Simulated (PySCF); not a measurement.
Polarisability and C₆ of N+ (nitrogen, charge +1)

[He] 2s2 2p2, high-spin 3P determinant. Computed with PySCF 2.14 in aug-cc-pwCVDZ (5s4p2d, 27 functions), with the non-relativistic Hamiltonian (point nucleus). Coupled (time-dependent) response in atomic units; α is the mean over directions. A double-zeta set is small for polarisabilities.

```tsv
method	mean α (bohr³)	α xx, yy, zz	C₆ (like pair)	S(−4)
UHF	3.960	4.024, 3.928, 3.928	8.441	13.00
PBE	3.896	3.920, 3.884, 3.884	8.531	10.02
PBE0	3.871	3.909, 3.852, 3.852	8.423	10.16
M06-L	4.204	4.181, 4.216, 4.216	9.504	12.57
CAM-B3LYP	3.824	3.879, 3.796, 3.796	8.296	9.570
```

S(−4) is the Cauchy moment in α(ω) = α(0) + S(−4) ω² + …

α(iu) at CAM-B3LYP:

```json
{"u (hartree)": "0", "α(iu) (bohr³)": "3.824"}
{"u (hartree)": "0.0500", "α(iu) (bohr³)": "3.800"}
{"u (hartree)": "0.100", "α(iu) (bohr³)": "3.732"}
{"u (hartree)": "0.200", "α(iu) (bohr³)": "3.492"}
{"u (hartree)": "0.300", "α(iu) (bohr³)": "3.179"}
{"u (hartree)": "0.500", "α(iu) (bohr³)": "2.541"}
{"u (hartree)": "0.750", "α(iu) (bohr³)": "1.904"}
{"u (hartree)": "1.00", "α(iu) (bohr³)": "1.450"}
{"u (hartree)": "1.50", "α(iu) (bohr³)": "0.8976"}
{"u (hartree)": "2.00", "α(iu) (bohr³)": "0.6013"}
{"u (hartree)": "3.00", "α(iu) (bohr³)": "0.3195"}
{"u (hartree)": "5.00", "α(iu) (bohr³)": "0.1335"}
```

For an ion, C₆ is the dispersion term alone; charge-induced terms of lower order in 1/R come first.

The components differ because the open shell of this determinant is not spherical; for a pure term their mean is the scalar polarisability.
